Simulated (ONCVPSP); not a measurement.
# Pb: ONCV pseudisation with PBE, scalar-relativistic reference atom.

- Element: lead (Pb)
- Generator: ONCVPSP 4.0.1
- Type: optimised norm-conserving Vanderbilt (ONCV)
- Functional: PBE
- Relativity: scalar-relativistic
- Frozen core: [Xe] 4f14
- Valence charge: 14
- Reference configuration: 5d10 6s2 6p2
- Partial waves: 6s: rc 1.90 bohr, ncon 5, nbas 9, qcut 2.9 1/bohr, 2 projectors, debl 2.8 Ha; 6p: rc 2.10 bohr, ncon 3, nbas 6, qcut 3.4 1/bohr, 2 projectors, debl 0.4 Ha; 5d: rc 1.55 bohr, ncon 3, nbas 7, qcut 10.9 1/bohr, 2 projectors, debl 0.4 Ha
- Local potential: polynomial inside 1.00 bohr (lpopt 5, dvloc0 1 Ha)
- Core correction: Teter function fitted to the true core (icmod 2), fcfact 0.6

In the d channel the program set the typed energies aside and used -0.778, 0.250 Ha.

Problem. Estimate the cutoffs (Ha) at which the residual kinetic energy of the hardest occupied pseudo-wave falls to 1 and 0.1 mHa per electron.

Solution. 25 Ha and 36 Ha. The cutoffs count occupied waves only; projector 2 of the s channel, the hardest unoccupied one, needs 72 Ha at the loose tolerance.

Problem. What does a ghost test show?

Solution. Ghosts flagged at negative energy: s at -213.0 eV, p at -105.1 eV; GHOST(+) flagged for s at 103.9 eV. A true bound ghost makes a file unfit for plane-wave use.

Its largest configuration-test error is -18 meV (5d10 6s1 6p0). 1 of 4 tests not solved or not reliable.
